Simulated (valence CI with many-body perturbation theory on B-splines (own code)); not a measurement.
# Zr8+: what the settings do

Calculated by relativistic CI+MBPT: four valence electrons over a frozen Dirac-Fock core [Ar] 3d10, a basis of 6 s, 6 p, 5 d, 3 f, 1 g functions for each j, with the one-electron correlation potential Σ1 (screened to all orders), the two-electron term Σ2, the three-electron term Σ3, Breit, model QED; selected single and double excitations, second order for the rest, scaled by the run's own slope (own B-spline code, finite nucleus).

No measured spectrum was set against this ion. As an estimate, levels hold to about 250 cm⁻¹ or 0.2 % of their energy and the worst to 1 %, as in measured heavy ions of charge 2 to 7; those with d or f electrons hold less well.

The reference run has the lowest level 4s²4p² ³P_0 and an ionisation energy of 153.363 eV. Its largest variational space holds 10003 state functions.

Names give the largest LS component (configuration and term), which can be under half, so a name can repeat, a term be missing and a line seem to break the LS rules; names also repeat where a configuration has a term twice.

Changed runs:
A. scale of Σ2 1 → 0
B. Breit term on → off; QED terms on → off
C. Davidson tolerance 2e-05 → 0.0003
D. scale of Σ1 1 → -1 (bad on purpose)

Excitation energies of the reference run in cm⁻¹, and shifts in cm⁻¹:

| Level | Reference | A | B | C | D |
| --- | --- | --- | --- | --- | --- |
| 4s²4p² ³P_1 | 11325 | -143 | +219 | 0 | -586 |
| 4s²4p² ³P_2 | 18990 | -85 | +287 | 0 | -768 |
| 4s²4p² ¹D_2 | 39900 | +31 | +459 | 0 | -1313 |
| 4s²4p² ¹S_0 | 66922 | +480 | +446 | 0 | -1479 |
| 4s4p³ ⁵S°_2 | 163172 | -2998 | +633 | 0 | -2885 |
| 4s4p³ ³D°_1 | 207733 | -1266 | +593 | 0 | -3130 |
| 4s4p³ ³D°_2 | 208121 | -1315 | +620 | 0 | -3174 |
| 4s4p³ ³D°_3 | 212445 | -1412 | +743 | 0 | -3430 |
| 4s4p³ ³P°_0 | 235469 | -555 | +700 | 0 | -3562 |
| 4s4p³ ³P°_1 | 236937 | -545 | +751 | 0 | -3657 |
| 4s4p³ ³P°_2 | 238758 | -587 | +792 | 0 | -3766 |
| 4s4p³ ¹D°_2 | 264628 | +849 | +832 | 0 | -4088 |
| Ionisation energy (eV) | 153.363 | +0.161 | +0.074 | 0 | -1.896 |

No effect on these energies: C.
